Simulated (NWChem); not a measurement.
C2H7FOSi; SMILES CC[Si@H](F)O

```xyz
12

C      0.1100     2.3056    -0.0410
C     -0.7232     1.0698     0.2935
Si    -0.0066    -0.5292    -0.3473
O      1.5172    -0.8250     0.2252
F     -1.0068    -1.7210     0.1334
H     -0.3401     3.2245     0.3651
H      1.1297     2.2260     0.3672
H      0.2099     2.4449    -1.1294
H     -1.7461     1.1625    -0.1124
H     -0.8530     0.9673     1.3863
H      0.1058    -0.5893    -1.8245
H      1.6474    -0.8071     1.1777
```
Atoms are numbered in this order, from 1.

All runs: NWChem. Pople sets run with spherical d functions. Structure relaxed at the PBE0/def2-SVP level. No frequency run checked for a minimum. Absolute isotropic GIAO shieldings of the H sites, static isolated molecule, three-fold rotors averaged.

```
row              σ, B3LYP/6-31G* (ppm)  σ, LDA (Slater exchange, VWN5)/pcSseg-1 (ppm)
---------------  ---------------------  ---------------------------------------------
H11                              27.01                                          25.69
H12                              30.62                                       withheld
H6 (rotor mean)                  31.06                                          29.90
H9                               31.51                                          30.14
H10                              31.63                                          30.28
```

**Question.** Fit a straight line of the last column on the one before it, predict the withheld value, and compare with the run.

**Answer.** 
1. Means of the 4 shown rows: x = 30.302, y = 29.003. Slope Σ(x − x̄)(y − ȳ)/Σ(x − x̄)² = 14.66/14.63 = 1.001; intercept -1.330.
2. The shown rows scatter about the line by 0.083 (root mean square); the largest residual is +0.14, at H6 (rotor mean).
3. At x = 30.62 (H12; inside the shown range) the line gives 29.32.
4. The run gives 29.05, -0.27 from the line, 3.3 times the scatter.
